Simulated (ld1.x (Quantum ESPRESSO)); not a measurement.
rhodium: excitation energies, all-electron against ultrasoft

```
Element                 : rhodium (Rh)
Generator               : ld1.x (Quantum ESPRESSO) 7.5
Type                    : ultrasoft
Functional              : PBE
Relativity              : scalar-relativistic
Frozen core             : [Kr]
Valence charge          : 9
Reference configuration : 4d8.5 5s0.5 5p0
Partial waves           : 5s (bound): rcut 2.75, rcutus 3.00 bohr; 5s channel at 0.95 Ry: rcut 2.75, rcutus 3.00 bohr; 5p (bound, empty): rcut 2.45, rcutus 2.90 bohr; 5p channel at 0.5 Ry: rcut 2.45, rcutus 2.90 bohr; 4d (bound): rcut 1.30, rcutus 1.38 bohr; 4d channel at 2.65 Ry: rcut 1.30, rcutus 1.38 bohr
Local potential         : all-electron potential smoothed inside 2.30 bohr (lloc = -2)
Core correction         : none
Augmentation charge     : built from norm-conserving waves at rcut, not smoothed further
```

Energies are relative to the spin-unpolarised reference configuration 4d8.5 5s0.5 5p0; without spin polarisation the order of configurations can differ from experiment.

```
valence configuration  charge  ΔE all-electron (eV)  error AE − PS (meV)
          4d8 5s0 5p0      +1                 8.091                  +12
          4d7 5s0 5p0      +2                27.602                 +7.9
        4d8 5s0.5 5p0    +0.5                 3.550                 -3.2
          4d7 5s2 5p0       0                 3.110                  -59
          4d5 5s0 5p0      +4               107.053                 -481
```

**Question.** What are ΔE and the potential's error for 4d6 5s0 5p0?

**Answer.** ΔE = 60.107 eV all-electron; the error (AE − PS) is -120 meV.

**Question.** What are ΔE and the potential's error for 4d8 5s1 5p0?

**Answer.** ΔE = 0.631 eV all-electron; the error (AE − PS) is -7.5 meV.

Levels in the configuration 4d7 5s0 5p0:

```
level  all-electron (eV)  pseudo (eV)
   4d            -25.742      -25.787
```
